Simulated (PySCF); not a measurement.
C8H8SSe.
Bonds: C1–Se2, Se2–C3, C3–C4 (aromatic), C4–C5 (aromatic), C5–C6 (aromatic), C6–C7, C7–S8 (double), C6–C9 (aromatic), C9–C10 (aromatic), C3–C10 (aromatic). Hydrogens: H11, H12, H13 on C1; H14 on C4; H15 on C5; H16 on C7; H17 on C9; H18 on C10.

Method used: PySCF 2.14.0, PBE0-D3(BJ)/def2-SVP geometry optimisation, gas phase.

Problem. Give the optimised bond lengths and angles.

Solution. 
```
                  bond  length (bohr)     order
                C1–Se2          3.654    single
                Se2–C3          3.572    single
         C3–C4, C3–C10          2.654  aromatic
         C4–C5, C9–C10          2.618  aromatic
          C5–C6, C6–C9          2.658  aromatic
                 C6–C7          2.745    single
                 C7=S8          3.077    double
C1–H11, C1–H12, C1–H13          2.075    single
       C4–H14, C10–H18          2.064    single
        C5–H15, C9–H17          2.066    single
                C7–H16          2.084    single
```

Bonds in one row agree within 0.02 bohr and their mean is given. Orders are formal, as drawn. A selection of angles:
```
     angle  degrees
Se2–C1–H11    105.8
Se2–C1–H12    111.1
H11–C1–H12    109.0
H12–C1–H13    110.7
 C1–Se2–C3    100.6
 Se2–C3–C4    116.7
Se2–C3–C10    124.0
 C4–C3–C10    119.3
  C3–C4–C5    120.4
 C3–C4–H14    119.9
 C5–C4–H14    119.7
  C4–C5–C6    120.8
 C4–C5–H15    121.1
 C6–C5–H15    118.0
  C5–C6–C7    122.2
  C5–C6–C9    118.3
  C7–C6–C9    119.5
  C6–C7–S8    127.5
 C6–C7–H16    113.5
 S8–C7–H16    118.9
 C6–C9–H17    119.2
C10–C9–H17    119.5
C3–C10–H18    120.9
```

Torsions: C1–Se2–C3–C4 180° (antiperiplanar); C5–C6–C7–S8 0° (synperiplanar).

The 2 C–Se bonds span 1.890 Å (Se2–C3, drawn single) to 1.934 Å (C1–Se2, drawn single), a spread of 0.044 Å. The C–C distances run from 1.381 Å (C4–C5, aromatic) to 1.453 Å (C6–C7, drawn single), a spread of 0.072 Å. Of the pairs four or more bonds apart, C1···H18 is among the closest relative to their van der Waals radii: 2.58 Å, 89 % of the sum of Bondi's values. The 10 heavy atoms lie in one plane (0.002 Å rms). The 6-membered ring C3–C4–C5–C6–C9–C10 has internal angles of 118.3° to 121.3°; it is planar, 0.00 Å rms from its mean plane, widest ring torsion 0°.

Point group: Cs (every atom within 0.08 Å of its image). Whether it is a minimum is left open (no frequencies). One conformer, not necessarily the lowest.
